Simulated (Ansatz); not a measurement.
System: C4H12S2Si (charge 0, singlet). 
Geometry from a B3LYP-D3(BJ)/def2-TZVP (Ansatz, a first-principles code) optimisation:
SMILES: S(C)[Si](SC)(C)C
```xyz
19

C      2.1742     1.4097     0.0689
S      1.0335     0.8511    -1.2498
Si    -0.0405    -0.6995    -0.2228
C     -1.2850    -1.3218    -1.4712
C      1.0894    -2.0541     0.3958
S     -0.9797     0.0773     1.5455
C     -2.0109     1.4099     0.8293
H      2.6306     2.3349    -0.2764
H      1.6245     1.5969     0.9893
H      2.9537     0.6715     0.2454
H     -1.8833    -2.1240    -1.0353
H     -0.7784    -1.7094    -2.3576
H     -1.9598    -0.5263    -1.7895
H      0.5157    -2.8261     0.9129
H      1.8330    -1.6638     1.0919
H      1.6145    -2.5154    -0.4425
H     -1.4141     2.0347     0.1675
H     -2.3790     2.0083     1.6599
H     -2.8571     0.9953     0.2855
```

Total electronic energies in hartree. Valence correlation only, unless marked. No spin-orbit coupling. Non-relativistic. CBS(X,Y): correlation extrapolated as X^-3; Hartree-Fock from the larger set. The bracket is a focal-point correction in the basis named.

| level | program | energy (Eh) |
|---|---|---|
| HF/cc-pV(D+d)Z | Ansatz | -1242.55734 |
| revPBE-D4/def2-TZVPD | Ansatz + dftd4 | -1245.50796 |
| PBE0/STO-3G | Ansatz | … |
| r2SCANh-D4/def2-TZVPD | Ansatz + dftd4 | -1245.52746 |
| wB97X/def2-TZVPD | Ansatz | … |
| B2PLYP-D3(BJ)/def2-TZVPD | Ansatz + dftd3 | -1245.18655 |
| CCSD(T)/STO-3G | Ansatz | -1229.05950 |
| CCSD(T)/aug-cc-pV(D+d)Z | Ansatz | -1243.71363 |
| RI-MP2/CBS(aug-cc-pV(T+d)Z,aug-cc-pV(Q+d)Z)+[CCSD(T)-MP2]/aug-cc-pV(T+d)Z | Ansatz | -1244.1535 |

Problem. What belongs in the gaps?

Solution. 
- PBE0/STO-3G, energy (Eh): -1231.01113
- wB97X/def2-TZVPD, energy (Eh): -1245.66268
